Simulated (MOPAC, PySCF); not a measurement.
H₂AlF₂N, SMILES `[NH2][Al]([F])[F]` (H–N–Al–F torsion 180°), neutral singlet in the gas phase. 

Cartesian coordinates (Å):
SMILES: [Al]([NH2])([F])[F]
```xyz
6

N     -0.9594    -0.0502     0.0150
Al     0.7802     0.0408    -0.0122
F      1.5412     1.4715    -0.2548
F      1.6936    -1.3022     0.2042
H     -1.4829    -0.8973     0.1592
H     -1.5727     0.7373    -0.1113
```
Charge 0, multiplicity 1.

All levels are single points at this geometry (CAM-B3LYP-D3(BJ)/def2-TZVP); Pople sets use spherical d functions. Orbital energies aren't observables, and empty levels follow the basis.

HF/STO-3G in PySCF gives HOMO (eV) = -8.09.

Task: Estimate the HOMO (eV) from each of these levels: CAM-B3LYP-D3(BJ)/def2-TZVP in PySCF; TPSSh-D3(BJ)/def2-TZVP in PySCF; B3LYP/3-21G in PySCF; M06-2X/6-31G* in PySCF; HF/3-21G in PySCF; HF/6-31G* in PySCF; PM3 in MOPAC; PM6 in MOPAC.

Result: 
```tsv
level	HOMO (eV)
CAM-B3LYP-D3(BJ)/def2-TZVP in PySCF	-9.52
TPSSh-D3(BJ)/def2-TZVP in PySCF	-7.21
B3LYP/3-21G in PySCF	-7.04
M06-2X/6-31G* in PySCF	-9.14
HF/3-21G in PySCF	-11.25
HF/6-31G* in PySCF	-11.40
PM3 in MOPAC	-10.16
PM6 in MOPAC	-10.10
```
